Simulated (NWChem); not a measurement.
Species: CH5NOSi2; SMILES C1=N[SiH2]O[SiH2]1

```xyz
10

C     -1.4373     0.4438     0.0000
N     -1.3089    -0.8275     0.0000
Si     0.3861    -1.3580     0.0000
O      1.2182     0.1033     0.0000
Si     0.2092     1.4410     0.0000
H     -2.4553     0.8817     0.0000
H      0.6808    -2.1496     1.2239
H      0.6808    -2.1496    -1.2239
H      0.4005     2.2796    -1.2187
H      0.4005     2.2796     1.2187
```
Atoms are numbered in this order, from 1.

Results from NWChem. Medium grid unless said otherwise, to which SCAN and Minnesota functionals are sensitive. Geometry: optimised at PBE0/def2-SVP. Hybrids' shares of exact exchange are those that their runs print; pure functionals count as 0. The functionals differ in more than this share.

```
row                     share of exact exchange  orbital gap (eV)
----------------------  -----------------------  ----------------
PBE/def2-TZVP                              0.00              3.25
r2SCAN/def2-TZVP                           0.00              3.65
B3LYP/def2-TZVP                            0.20              5.22
M06-2X/def2-TZVP                           0.54              7.93
Hartree-Fock/def2-TZVP                     1.00          withheld
```

Q: Fit a straight line of the last column on the one before it, predict the withheld value, and compare with the run.

A: 
1. Means of the 4 shown rows: x = 0.185, y = 5.013. Slope Σ(x − x̄)(y − ȳ)/Σ(x − x̄)² = 1.617/0.1947 = 8.305; intercept 3.476.
2. The shown rows scatter about the line by 0.149 (root mean square); the largest residual is -0.23, at PBE/def2-TZVP.
3. At x = 1.00 (Hartree-Fock/def2-TZVP; beyond the shown range) the line gives 11.78.
4. The run gives 12.99, +1.21 from the line, 8.1 times the scatter.
